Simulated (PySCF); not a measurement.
Two species compared at the same levels of theory.

First species: C3H5N3.
Numbering: `[CH3:1][n:2]1[cH:3][cH:4][n:5][n:6]1` (hydrogens: H7, H8, H9 on C1; H10 on C3; H11 on C4)

Second species: Tetramethylcyclopentadiene, C₉H₁₄.
SMILES with atom numbers: `[CH3:1][C:2]1=[C:3]([CH3:4])[C:5]([CH3:6])=[C:7]([CH3:8])[CH2:9]1` (hydrogens: H10, H11, H12 on C1; H13, H14, H15 on C4; H16, H17, H18 on C6; H19, H20, H21 on C8; H22, H23 on C9)

Levels: PBE0/pcSseg-1 for dipole moment, HOMO energy, LUMO energy and HOMO–LUMO gap; GFN2-xTB for rotational constant A and rotational constant C. Geometries: GFN2-xTB. All species are isolated and taken at one optimised geometry, non-relativistic unless stated; the electronic structure was computed with PySCF and density fitting.

Values for the first species:

| Property | Result |
| --- | --- |
| Dipole moment | 4.71 D |
| HOMO energy | -7.56 eV |
| LUMO energy | 0.00 eV |
| HOMO–LUMO gap | 7.56 eV |
| Rotational constant A | 9.708 GHz |
| Rotational constant C | 2.784 GHz |

Question: Estimate the same properties for the second species, and the change in each.

Answer: 
```
             property      first     second  second less first
        dipole moment     4.71 D     0.15 D            -4.56 D
          HOMO energy   -7.56 eV   -5.47 eV           +2.09 eV
          LUMO energy    0.00 eV    0.04 eV           +0.04 eV
        HOMO–LUMO gap    7.56 eV    5.51 eV           -2.05 eV
rotational constant A  9.708 GHz  2.203 GHz         -7.505 GHz
rotational constant C  2.784 GHz  0.912 GHz         -1.872 GHz
```

On the first: In atomic units the dipole is 1.85 e·bohr (1 au = 2.5417 D).

On the second: The dipole matches unit charges of opposite sign 0.03 Å apart (1 e·Å = 4.8032 D). Point group C2v permits a dipole; with 0.15 D the species has a pure rotational spectrum.
